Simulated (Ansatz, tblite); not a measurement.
Cost and result up the ladder for Sn(OEt)4 (C₈H₂₀O₄Sn) (33 atoms). Total charge 0; singlet. Geometry: PBE-D4/def2-SVP.

```xyz
33

Sn   -0.001   -0.001    0.002
O    -1.677   -0.889    0.645
C    -1.805   -1.188    2.039
C    -3.060   -2.026    2.226
H    -0.914   -1.741    2.418
H    -1.883   -0.250    2.641
H    -3.212   -2.270    3.297
H    -3.952   -1.477    1.860
H    -2.983   -2.974    1.656
O     1.522   -1.028    0.800
C     2.851   -0.518    0.647
C     3.780   -1.363    1.505
H     3.174   -0.564   -0.421
H     2.911    0.553    0.956
H     4.829   -1.015    1.406
H     3.487   -1.301    2.572
H     3.733   -2.427    1.196
O     0.251    1.905    0.560
C    -0.598    2.907   -0.008
C    -0.066    4.268    0.413
H    -0.624    2.833   -1.121
H    -1.651    2.785    0.348
H    -0.705    5.080    0.009
H    -0.048    4.353    1.519
H     0.968    4.414    0.039
O    -0.100    0.008   -1.998
C    -0.450   -1.204   -2.675
C    -0.651   -0.877   -4.147
H     0.356   -1.969   -2.563
H    -1.380   -1.651   -2.251
H    -0.908   -1.792   -4.719
H    -1.470   -0.140   -4.274
H     0.274   -0.442   -4.578
```

Ansatz on 4 threads of Arm Neoverse V2 on a shared host; xTB runs through tblite on one thread. Times are rough, summed over both states, and most runs start from the orbitals of an earlier one. PBE0-D4/def2-SVP serves as the yardstick here, not as an exact answer. The other state is a triplet.

In the def2 sets Sn takes a core potential; there is no spin–orbit coupling. The xTB rows come from tblite. HOMO above LUMO, or a gap near zero within one spin, warns that the state may not be the lowest or that an electron is smeared out.

xTB has no spin-polarisation term.

```json
{"level": "GFN2-xTB", "functions": "77", "wall time": "0.049 s", "vertical triplet (eV)": "2.96", "difference from PBE0-D4/def2-SVP (eV)": "-1.34", "remarks": "–"}
{"level": "GFN1-xTB", "functions": "97", "wall time": "0.062 s", "vertical triplet (eV)": "2.88", "difference from PBE0-D4/def2-SVP (eV)": "-1.42", "remarks": "–"}
{"level": "PBE-D4/def2-SVP", "functions": "294", "wall time": "21 s", "vertical triplet (eV)": "3.38", "difference from PBE0-D4/def2-SVP (eV)": "-0.92", "remarks": "gap within one spin near zero (triplet)"}
{"level": "PBE0-D4/def2-SVP", "functions": "294", "wall time": "66 s", "vertical triplet (eV)": "4.30", "difference from PBE0-D4/def2-SVP (eV)": "0.00", "remarks": "–"}
```
